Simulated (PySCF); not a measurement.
silole (C₄H₆Si), SMILES C1=C[SiH2]C=C1. Geometry optimised at TPSSh-D3(BJ)/def2-SVP.

Computed equilibrium geometry at TPSSh-D3(BJ)/def2-SVP (PySCF confirms it by a frequency run) as a Z-matrix, and its point group:
point group C2v.
```
C
C 1 1.3551
H 2 1.0919 1 122.39
H 1 1.0959 2 123.53 3 0.00
C 1 1.4850 4 119.45 2 180.00
C 5 1.3551 1 117.01 4 180.00
H 6 1.0919 5 122.39 1 180.00
H 5 1.0959 6 123.53 7 0.00
Si 2 1.8778 3 130.95 1 180.00
H 9 1.4903 2 113.94 3 62.30
H 9 1.4903 10 108.04 6 -127.70
```
Charge 0, spin multiplicity 1.
